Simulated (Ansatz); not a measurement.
ClHMoOS2 (`[OH][Mo](=[S])(=[S])[Cl]`), 6 atoms. Charge 0, multiplicity 1. Correlated methods include outer-core shells of Mo, which these sets cover unevenly. Mo takes the def2 core potential. All runs use 4 threads of a server CPU on a shared host. Correlated methods freeze the cores.

Problem. Give the basis size and wall time and peak host memory of each of these runs in Ansatz. RKS PBE0-D4/def2-QZVPP energy; RHF-CCSD(T)/def2-SVP energy; RKS SPW92/def2-TZVPP energy; RKS B2PLYP (frozen core)/def2-TZVPP energy; RKS PBE0-D4/def2-TZVP frequencies; RKS PBE0-D4/def2-TZVP relaxation (9 steps); RHF-MP2/def2-QZVPP energy; RKS PBE0-D4/def2-SVP energy; RKS ωB97M-V/def2-QZVPP energy; RKS B97M-V/def2-TZVPP energy; direct RPA on PBE orbitals/def2-TZVPP energy; RKS ωB97M-V/def2-SVP energy. (An estimate is asked.)

Solution. Ansatz gave: Other jobs shared the machine, so times are rough.

```json
{"level": "RKS SPW92/def2-TZVPP", "job": "energy", "functions": "227", "wall time": "1.1 s", "peak host memory (GiB)": "0.36"}
{"level": "RKS PBE0-D4/def2-SVP", "job": "energy", "functions": "104", "wall time": "1.1 s", "peak host memory (GiB)": "0.25"}
{"level": "direct RPA on PBE orbitals/def2-TZVPP", "job": "energy", "functions": "227", "wall time": "4 s", "peak host memory (GiB)": "0.54"}
{"level": "RKS ωB97M-V/def2-SVP", "job": "energy", "functions": "104", "wall time": "4.7 s", "peak host memory (GiB)": "0.39"}
{"level": "RKS B2PLYP (frozen core)/def2-TZVPP", "job": "energy", "functions": "227", "wall time": "4.8 s", "peak host memory (GiB)": "0.63"}
{"level": "RKS B97M-V/def2-TZVPP", "job": "energy", "functions": "227", "wall time": "5.5 s", "peak host memory (GiB)": "0.47"}
{"level": "RKS PBE0-D4/def2-QZVPP", "job": "energy", "functions": "378", "wall time": "6 s", "peak host memory (GiB)": "1.6"}
{"level": "RHF-CCSD(T)/def2-SVP", "job": "energy", "functions": "104", "wall time": "7 s", "peak host memory (GiB)": "0.49"}
{"level": "RKS ωB97M-V/def2-QZVPP", "job": "energy", "functions": "378", "wall time": "14 s", "peak host memory (GiB)": "1.8"}
{"level": "RHF-MP2/def2-QZVPP", "job": "energy", "functions": "378", "wall time": "18 s", "peak host memory (GiB)": "1.8"}
{"level": "RKS PBE0-D4/def2-TZVP", "job": "relaxation (9 steps)", "functions": "188", "wall time": "28 s", "peak host memory (GiB)": "0.61"}
{"level": "RKS PBE0-D4/def2-TZVP", "job": "frequencies", "functions": "188", "wall time": "78 s", "peak host memory (GiB)": "0.61"}
```
